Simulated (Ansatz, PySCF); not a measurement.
CH5ClGeO3, SMILES C[O][Ge]([Cl])([OH])[OH]. Atoms are numbered in the order given.

```xyz
11

C      2.3804    -0.6055    -0.4925
O      1.0486    -0.8781    -0.8601
Ge    -0.3108    -0.2069     0.0221
O     -0.5085    -0.8454     1.6395
O     -1.7400    -0.6117    -0.9024
Cl     0.0118     1.8953     0.2487
H      2.6448    -1.0779     0.4698
H      3.0386    -1.0177    -1.2717
H      2.5736     0.4785    -0.4128
H     -1.0715    -1.6291     1.6408
H     -1.5653    -0.6259    -1.8510
```

Geometry: PBE0-D3(BJ)/def2-SVP. One conformer was computed; it need not be the lowest.

Two levels are set side by side: PBE-D3(BJ)/def2-SVP (Ansatz, a quantum-chemistry and plane-wave program) and PBE0-D3(BJ)/def2-SVP (Ansatz). Each level has its own optimised geometry; the coordinates shown are those of the second. Frequencies come from the Hessian of PySCF at each geometry. Differences are taken from unrounded values.

```tsv
quantity	PBE0-D3(BJ)	PBE-D3(BJ)	PBE-D3(BJ) minus PBE0-D3(BJ)
mean bond length (Å)	1.404	1.421	0.017
bond C1–O2 (Å)	1.408	1.424	0.015
bond O2–Ge3 (Å)	1.754	1.781	0.027
bond Ge3–O4 (Å)	1.750	1.775	0.025
bond Ge3–O5 (Å)	1.750	1.774	0.024
bond Ge3–Cl6 (Å)	2.139	2.162	0.023
bond C1–H7 (Å)	1.104	1.113	0.009
bond C1–H8 (Å)	1.100	1.109	0.009
bond C1–H9 (Å)	1.104	1.113	0.009
bond O4–H10 (Å)	0.965	0.977	0.012
bond O5–H11 (Å)	0.965	0.977	0.012
highest harmonic wavenumber (cm⁻¹)	3895	3714	-180
mean harmonic wavenumber (cm⁻¹)	1161	1116	-44
zero-point energy (kcal/mol)	44.80	43.09	-1.71
```

GGA bonds tend to be longer and softer than those of functionals with exact exchange. Differences between two approximate levels are no errors against the true value.
